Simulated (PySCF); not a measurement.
Harmonic spectrum computed at PBE0 in the def2-SVP basis family (core potentials from Rb on, PySCF, no spin–orbit coupling):

| ω (cm⁻¹) | IR (km/mol, summed over degenerate members) | degeneracy |
| --- | --- | --- |
| 161 | 0.0 | 1 |
| 171 | 0.1 | 2 |
| 394 | 0.0 | 1 |
| 462 | 256 | 2 |
| 680 | 732 | 2 |
| 696 | 45.8 | 2 |
| 710 | 30.8 | 1 |
| 713 | 27.7 | 1 |
| 3843 | 161 | 2 |
| 3847 | 97.3 | 1 |

Task: Which molecule gave it? In each, all ligands are bound to the one heavy central atom.
A. W(OH)₃ (quartet)
B. I(OH)₃ (singlet)
C. Mo(OH)₃ (quartet)
D. Zr(OH)₃ (doublet)
E. Re(OH)₃ (triplet)

Result: A. It has C3v symmetry with O–H 0.966 Å (×3), W–O 1.910 Å (×3).
